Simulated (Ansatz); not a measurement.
Input for Ansatz (a first-principles code): U-CCSD(T)/def2-TZVPP on AlH3Se (SMILES [AlH2][SeH]), a point of a bond scan (R = 4.248 Å). The run froze 19 orbitals, filled d shells among them.

Ansatz 0.2 input:
```yaml
crystal:
  periodic: [false, false, false]
  atoms:
    - {symbol: Al, position_ang: [0.36409461, 0.02746235, -1.55730963]}
    - {symbol: H, position_ang: [-2.50497685, -1.58505293, -4.24316085]}
    - {symbol: H, position_ang: [1.74544102, 0.64238966, -1.99374994]}
    - {symbol: Se, position_ang: [-0.20119715, -0.03048168, 0.69657830]}
    - {symbol: H, position_ang: [1.06055664, 0.60674232, 1.10718226]}
basis:
  gaussian:
    orbitals: def2-TZVPP
correlation: {method: ccsd_t, electrons: outside_noble_gas}
scf: {omitted_lower_state_checks: [cluster_reference]}
magnetization: {spin_polarized: true, initial_magnetization: 0}
```

It printed:

```
WARN ansatz: RAYON_NUM_THREADS=1 ignored (pool sized by the plan → 1); use --threads N
Functional definition: HF
these checks for a lower state are left out or cut short: cluster_reference
integrals: 0.39 GiB planned
794 factors; integrals over basis functions are off by at most 1.4e-3 eV
mean field: 0.48 GiB planned
mean field evaluation 1: about -71925.6643 eV, gradient 1.3e1 eV
mean field evaluation 2: about -71925.6638 eV, gradient 1.3e1 eV
mean field evaluation 4: about -71928.4890 eV, gradient 3.2e0 eV
mean field evaluation 8: about -71928.6496 eV, gradient 9.4e-2 eV
mean field evaluation 16: about -71928.6498 eV, gradient 1.4e-3 eV
mean field evaluation 32: about -71931.6821 eV, gradient 1.2e-5 eV
mean field evaluation 64: about -71931.4273 eV, gradient 3.5e0 eV
mean field evaluation 96: about -71931.6821 eV, gradient 1.2e-6 eV
mean field -71931.68208011 eV, -2643.4405593989 hartree, gradient 1.2e-6 eV, S^2 0.995768; 6 other end points of the search recorded, 0 dependent functions left out
19 core orbitals not correlated
reference -71931.68208011 eV, -2643.4405593989 hartree; 6, 6 occupied and 107, 107 virtual orbitals, 794 factors
second order -5.84796495 eV of doubles, -0.00000000 eV of singles
coupled cluster: 0.73 GiB planned
cycle   1  -6.39727792 eV  change   -5.5e-1 eV  update   6.5e-2
cycle   2  -6.62054459 eV  change   -2.2e-1 eV  update   2.4e-2
cycle   3  -6.64856964 eV  change   -2.8e-2 eV  update   1.0e-2
cycle   4  -6.64603845 eV  change    2.5e-3 eV  update   4.4e-3
cycle   5  -6.64561816 eV  change    4.2e-4 eV  update   1.9e-3
cycle   6  -6.64574802 eV  change   -1.3e-4 eV  update   1.1e-3
cycle   7  -6.64598577 eV  change   -2.4e-4 eV  update   9.3e-4
cycle   8  -6.64620956 eV  change   -2.2e-4 eV  update   8.5e-4
cycle   9  -6.64634241 eV  change   -1.3e-4 eV  update   7.7e-4
cycle  10  -6.64670113 eV  change   -3.6e-4 eV  update   5.9e-4
cycle  11  -6.64704446 eV  change   -3.4e-4 eV  update   3.6e-4
cycle  12  -6.64706620 eV  change   -2.2e-5 eV  update   1.7e-4
cycle  13  -6.64702349 eV  change    4.3e-5 eV  update   7.9e-5
cycle  14  -6.64698728 eV  change    3.6e-5 eV  update   3.6e-5
cycle  15  -6.64698695 eV  change    3.3e-7 eV  update   1.8e-5
cycle  16  -6.64699144 eV  change   -4.5e-6 eV  update   9.5e-6
coupled cluster: 0.73 GiB planned
perturbative correction -0.27250537 eV, -0.0100143877 hartree
Total energy: -71938.60157692 eV, -2643.6948462164 hartree
Checks for a lower state left out: cluster_reference
```

The calculation finished and met its thresholds. Its determinant has ⟨S²⟩ = 1.00, a mixture of spin states.

Cost: about 22 core-seconds (a rough figure).
